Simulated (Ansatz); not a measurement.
GeH5O2Si, SMILES `O[SiH][GeH2][OH]` radical. The species carries charge 0 and has multiplicity 2. The structure was optimised at the PBE0-D4/def2-TZVP level. It is one conformer, not always the lowest.

```xyz
9

O    -2.254   -0.870   -0.176
Si   -0.768   -0.740   -0.900
Ge    0.532    0.704    0.484
O     1.978    1.026   -0.524
H    -2.796   -1.625   -0.413
H    -0.155   -2.101   -1.047
H     0.996    0.093    1.830
H    -0.199    2.031    0.783
H     2.668    1.482   -0.037
```

(1) What is the dipole moment at B3LYP/def2-TZVPP? (Estimate.)

(2) And with PBE, r2SCAN, ωB97M-V? (Estimate.)

(3) Give the Mulliken charges with B3LYP, ωB97M-V, PBE in def2-TZVPP. (An estimate is asked.)

Results:

(1) Ansatz gave: 1.27 D, with components (-0.65, -0.90, 0.62) D in this frame, pointing from negative to positive charge.

(2) Ansatz gave: PBE 1.27 D, r2SCAN 1.29 D, ωB97M-V 1.26 D.

(3) Computed: 
```json
{"atom": "O1", "B3LYP": "-0.37", "ωB97M-V": "-0.35", "PBE": "-0.33"}
{"atom": "Si2", "B3LYP": "0.27", "ωB97M-V": "0.24", "PBE": "0.19"}
{"atom": "Ge3", "B3LYP": "0.32", "ωB97M-V": "0.26", "PBE": "0.30"}
{"atom": "O4", "B3LYP": "-0.44", "ωB97M-V": "-0.43", "PBE": "-0.40"}
{"atom": "H5", "B3LYP": "0.19", "ωB97M-V": "0.18", "PBE": "0.19"}
{"atom": "H6", "B3LYP": "-0.08", "ωB97M-V": "-0.04", "PBE": "-0.06"}
{"atom": "H7", "B3LYP": "-0.04", "ωB97M-V": "-0.01", "PBE": "-0.04"}
{"atom": "H8", "B3LYP": "-0.03", "ωB97M-V": "-0.01", "PBE": "-0.03"}
{"atom": "H9", "B3LYP": "0.17", "ωB97M-V": "0.16", "PBE": "0.18"}
```

B3LYP here is the variant with VWN-RPA as its local correlation; programs differ in this.
